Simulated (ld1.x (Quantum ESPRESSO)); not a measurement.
The numbers below are computed, except where a source is named.
**Hardness and transferability of assorted potentials**

Generated with ld1.x 7.5 (TM, RRKJ, ultrasoft, PAW), atompaw 4.2 or ONCVPSP 4.0.1. The cutoff is in Ry: for ld1.x and atompaw files where the sum of valence levels is converged to 10 mRy in a Bessel basis, for ONCV files where the hardest occupied wave has 1 mHa per electron of residual kinetic energy. The error is the largest all-electron minus pseudo excitation energy over each file’s own four to seven test configurations (ionisations up to +4, promotions, holes and added fractions of an electron), all of which were solved. The labels leave out finer settings (local radius, basis sizes, second energies), which also bear on the numbers. Spin-polarised tests are not counted. The rows are a selection from randomly drawn settings: files with unsolved tests, undetermined cutoffs or missed reference levels are left out.

A true bound ghost makes a file unfit for plane-wave use even where its test errors are small: the radial tests pick states by their node count and pass the ghost by.

```csv
element,potential,cutoff (Ry),largest error (meV),bound ghosts
Co,"PAW, LDA (PZ), scalar-relativistic, rc 2.25/3.55/0.90 (spd), local smoothed, core correction yes, reference 3d7 4s2 4p0",140,-244,none
As,"PAW, PBEsol, scalar-relativistic, rc 1.56/0.90/1.04 (spd), local smoothed, core correction yes, reference 3p6 3d10 4s2 4p3",160,-100,none
Xe,"TM, PBEsol, scalar-relativistic, rc 1.25/1.50/1.40 (spd), local smoothed, core correction yes, reference 5s2 5p4",140,-79,"d, s, p"
```

(1) Fill in the row for Fe: TM, PW91, scalar-relativistic, rc 1.10/1.35/1.15 (spd), local s, core correction no, reference 3s2 3p6 3d6 4s0 4p0.

(2) Fill in the row for Pd: TM, LDA (PZ), scalar-relativistic, rc 1.50/1.65/1.45 (spd), local smoothed, core correction no, reference 4s2 4p6 4d9 5s0 5p0.

## Answers

(1) cutoff 160 Ry, largest error +636 meV, bound ghosts: none.

(2) cutoff 70 Ry, largest error -964 meV, bound ghosts: none.
